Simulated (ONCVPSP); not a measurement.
Pseudopotential generation for zinc: ONCV, PBEsol, scalar-relativistic.

* Element: Zn (Z = 30)
* Generator: ONCVPSP 4.0.1
* Type: optimised norm-conserving Vanderbilt (ONCV)
* Functional: PBEsol
* Relativity: scalar-relativistic
* Frozen core: [Ne]
* Valence charge: 20
* Reference configuration: 3s2 3p6 3d10 4s2
* Partial waves: 3s+4s: rc 1.00 bohr, ncon 4, nbas 7, qcut 15.6 1/bohr, 3 projectors, debl 1.3 Ha; 3p: rc 0.65 bohr, ncon 3, nbas 6, qcut 12.3 1/bohr, 1 projector; 3d: rc 1.00 bohr, ncon 4, nbas 8, qcut 18 1/bohr, 2 projectors, debl 1.1 Ha
* Local potential: polynomial inside 0.60 bohr (lpopt 4, dvloc0 3 Ha)
* Core correction: none

All-electron outer shells of the reference configuration (PBEsol, scalar-relativistic, ld1.x):

```tsv
shell	level (eV)	outermost node (bohr)	outermost maximum (bohr)
2p	-1003.46	–	0.15
3s	-128.92	0.28	0.59
3p	-83.26	0.25	0.59
3d	-10.17	–	0.56
4s	-6.00	0.85	2.09
```

**Question.** Estimate the cutoffs (Ha) at which the residual kinetic energy of the hardest occupied pseudo-wave falls to 1 and 0.1 mHa per electron.

**Answer.** 112 Ha and 263 Ha.

**Question.** What does a ghost test show?

**Answer.** No bound ghost flagged; GHOST(+) flags only above 600 eV.

**Question.** Tests: 3s2 3p6 3d10 4s1; 3s2 3p6 3d10 4s0; 3s2 3p6 3d9 4s0; 3s1 3p6 3d10 4s2. Which has the largest error in its energy relative to the reference configuration, and how large is it?

**Answer.** 3s1 3p6 3d10 4s2, with -31 meV (all-electron minus pseudo) on +137.75 eV.
